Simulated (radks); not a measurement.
Q: Coherent X-ray form factor from a spherical all-electron density. All-electron calculation, non-relativistic Kohn-Sham, exchange-only PBE, spin-polarised, spherical densities, point nucleus. Program: a radial shooting solver on a logarithmic mesh with Libxc functionals.

sin(theta)/lambda (1/angstrom),f0 (electrons)
0.05,67.400
0.1,65.686
0.15,63.093
0.2,59.930
0.25,56.501
0.3,53.048
0.4,46.631
0.5,41.143
0.6,36.485
0.8,28.993
1,23.493
1.25,18.994
1.5,16.269
2,12.750

The species is in the configuration that NIST lists as its ground one. Which atom or ion scatters so?

A: The lutetium ion Lu3+, [Xe] 4f14. Extrapolating in s^2 from the first two rows gives f0(0) = 68.0, near the electron count 68; among species with that count, the fall with angle is slower the higher Z, and the table is that of Z = 71; from so few rows the species is fixed only to a neighbour or two.
